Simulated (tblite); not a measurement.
Species: C8H10Si.
Geometry (GFN2-xTB, Å), atoms numbered from 1 in this order:
```xyz
19
C8H10Si angstrom
C     -2.597    1.104    1.765
C     -1.999    0.718    0.803
C     -1.289    0.222   -0.363
C     -1.774   -1.197   -0.703
C      0.205    0.210   -0.153
C      0.838    0.268    1.028
Si     2.698    0.162    0.764
C      2.386    0.041   -1.094
C      1.071    0.087   -1.326
H     -3.117    1.453    2.607
H     -1.518    0.884   -1.210
H     -1.266   -1.565   -1.591
H     -1.559   -1.870    0.125
H     -2.847   -1.197   -0.883
H      0.299    0.363    1.956
H      3.423    1.375    1.146
H      3.305   -1.046    1.325
H      3.107   -0.046   -1.890
H      0.625    0.043   -2.312
```

Level: GFN2-xTB in tblite, geometry and Hessian alike; calculated harmonic values, unscaled, isolated species. This tight-binding method is rough: wavenumbers can miss measured ones by several per cent, in bad cases by 10 to 20. Modes of hydrogen on silicon can be 10 to 20 % off. One conformer, not necessarily the lowest.

Harmonic wavenumbers (cm⁻¹): 43.7, 98.7, 125.5, 181.7, 199.7, 222.8, 282.8, 305.9, 389.2, 455.6, 479.1, 486.6, 511.4, 570.6, 601.4, 615.8, 665.1, 675.9, 745.8, 775.1, 783.7, 793.0, 827.4, 869.6, 916.9, 927.1, 1022.0, 1063.4, 1095.1, 1120.4, 1135.5, 1198.5, 1254.8, 1292.2, 1339.8, 1402.1, 1490.3, 1497.7, 1567.7, 1627.6, 2244.7, 2252.7, 2291.6, 2882.0, 3028.2, 3030.4, 3037.2, 3039.0, 3093.0, 3103.1, 3394.8.

A = 2685, B = 896.9, C = 732.1 MHz; mass 134.055 u (most abundant isotopes); point group C1, symmetry number 1.

Task: Zero-point energy?

Result: Half the sum of the wavenumbers: 31527 cm⁻¹ = 90.14 kcal/mol.

Task: Entropy at 350 K, 1 bar (ideal gas, RRHO, classical rotation)?

Result: Translation 41.41, rotation 30.07, vibration 34.61: S = 106.1 cal/(mol K).

Task: And Cp and H(350 K) − H(0)?

Result: Cp = 47.18 cal/(mol K), of which vibrations give 39.23 (their classical limit is 51 R = 101.3); H(350 K) − H(0) = 9.44 kcal/mol without the zero-point energy, 6.66 from vibrations.

Task: Blend soft modes into free rotors: weight 1/[1 + (100 cm⁻¹/ν̃)⁴] for the oscillator and the rest for a rotor with moment μB/(μ + B), μ = h/(8π²ν), B = 10⁻⁴⁴ kg m². What vibrational entropy results?

Result: 32.55 cal/(mol K) in place of 34.61, which changes −T·S at 350 K by +0.72 kcal/mol.

Task: How do the functions run with temperature in this model?

Result: 
| T (K) | S (cal/(mol K)) | Cp (cal/(mol K)) | H − H(0) (kcal/mol) | G − H(0) (kcal/mol) | ln q(vib) |
| --- | --- | --- | --- | --- | --- |
| 150 | 77.2 | 23.8 | 2.28 | -9.30 | 2.60 |
| 250 | 92.2 | 36.0 | 5.27 | -17.77 | 5.15 |
| 298.15 | 99.0 | 41.6 | 7.14 | -22.38 | 6.44 |
| 400 | 112.7 | 52.0 | 11.92 | -33.16 | 9.22 |
| 600 | 136.9 | 67.0 | 23.93 | -58.18 | 14.67 |
| 900 | 166.9 | 80.9 | 46.29 | -103.91 | 22.35 |

q(vib) and H(0) count from the zero-point level.

Task: Which modes carry the vibrational entropy at 350 K?

Result: 43.7 cm⁻¹: 5.40; 98.7 cm⁻¹: 3.79; 125.5 cm⁻¹: 3.32; 181.7 cm⁻¹: 2.61; 199.7 cm⁻¹: 2.43; 222.8 cm⁻¹: 2.23 cal/(mol K); the other 45 give 14.82 together.

Hindered rotation and anharmonicity are outside this model. Other conformers, if any are populated, would add a mixing term that is left out. The structure is chiral; the term R ln 2 for an equal mix with its mirror image is left out.

On an Arm Neoverse N1 with one thread, shared host with 64 logical CPUs at a one-minute load of 51, this took 1.3 s. The figure is for the frequency step alone.
